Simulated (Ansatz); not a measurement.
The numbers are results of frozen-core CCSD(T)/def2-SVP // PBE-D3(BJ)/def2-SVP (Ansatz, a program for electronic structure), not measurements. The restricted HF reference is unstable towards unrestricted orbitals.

Ansatz 0.2 input:
```yaml
crystal:
  periodic: [false, false, false]
  atoms:
    - { symbol: Si, position_ang: [-3.81932, -1.112048, 0.138141] }
    - { symbol: Si, position_ang: [-3.814351, 1.117869, -0.217031] }
    - { symbol: Si, position_ang: [-1.931086, 2.19936, 0.297106] }
    - { symbol: Si, position_ang: [0.003101, 1.124621, -0.199695] }
    - { symbol: Si, position_ang: [1.92726, 2.195691, 0.341887] }
    - { symbol: Si, position_ang: [3.819981, 1.112819, -0.133049] }
    - { symbol: Si, position_ang: [3.814291, -1.118437, 0.213559] }
    - { symbol: Si, position_ang: [1.931006, -2.198659, -0.303187] }
    - { symbol: Si, position_ang: [-0.002723, -1.124662, 0.19693] }
    - { symbol: Si, position_ang: [-1.928032, -2.196548, -0.338978] }
    - { symbol: H, position_ang: [-5.116329, -1.828888, -0.138609] }
    - { symbol: H, position_ang: [-5.115393, 1.836571, 0.034818] }
    - { symbol: H, position_ang: [-1.924311, 3.687464, 0.053232] }
    - { symbol: H, position_ang: [1.928225, 3.684367, 0.101511] }
    - { symbol: H, position_ang: [5.116135, 1.828516, 0.150521] }
    - { symbol: H, position_ang: [5.11541, -1.836163, -0.040657] }
    - { symbol: H, position_ang: [1.924522, -3.687225, -0.062159] }
    - { symbol: H, position_ang: [-1.928387, -3.684548, -0.09434] }
basis:
  gaussian: { orbitals: def2-SVP }
correlation:
  method: ccsd_t
```

Output:

```
Functional definition: HF
2084 factors; integrals over basis functions are off by at most 1.1e-3 eV
mean field evaluation 1: about -78715.8878 eV, gradient 2.1e1 eV
mean field evaluation 2: about -78715.8905 eV, gradient 2.1e1 eV
mean field evaluation 4: about -78719.1359 eV, gradient 2.1e0 eV
mean field evaluation 8: about -78719.1618 eV, gradient 2.8e-3 eV
mean field evaluation 16: about -78719.1583 eV, gradient 2.2e-1 eV
mean field -78719.16182586 eV, -2892.8758393360 hartree, gradient 2.8e-6 eV, S^2 0.000000; 0 other end points of the search recorded, 0 dependent functions left out; unrestricted orbitals would lower it
mean field evaluation 32: about -78715.8905 eV, gradient 1.5e1 eV
mean field evaluation 64: about -78711.8210 eV, gradient 1.8e1 eV
mean field evaluation 96: about -78719.6551 eV, gradient 2.7e-1 eV
unrestricted determinant -78720.65003929 eV, -2892.9305301710 hartree, S^2 2.5615
50 core orbitals not correlated
reference -78719.16182586 eV, -2892.8758393360 hartree; 24, 24 occupied and 146, 146 virtual orbitals, 2084 factors
second order -26.08090788 eV of doubles, -0.00000000 eV of singles
cycle   1  -27.34706992 eV  change    -1.3e0 eV  update   2.0e-1
cycle   2  -28.44023926 eV  change    -1.1e0 eV  update   7.0e-2
cycle   3  -28.73615786 eV  change   -3.0e-1 eV  update   3.3e-2
cycle   4  -28.74036915 eV  change   -4.2e-3 eV  update   1.1e-2
cycle   5  -28.73904609 eV  change    1.3e-3 eV  update   5.4e-3
cycle   6  -28.73935968 eV  change   -3.1e-4 eV  update   2.0e-3
cycle   7  -28.73905049 eV  change    3.1e-4 eV  update   8.1e-4
cycle   8  -28.73942632 eV  change   -3.8e-4 eV  update   3.8e-4
cycle   9  -28.73971273 eV  change   -2.9e-4 eV  update   1.6e-4
cycle  10  -28.73965182 eV  change    6.1e-5 eV  update   8.8e-5
cycle  11  -28.73961298 eV  change    3.9e-5 eV  update   4.5e-5
perturbative correction -1.88272077 eV, -0.0691887123 hartree
Total energy: -78749.78415962 eV, -2894.0011893451 hartree
```

Cost: very roughly 9 core-minutes.
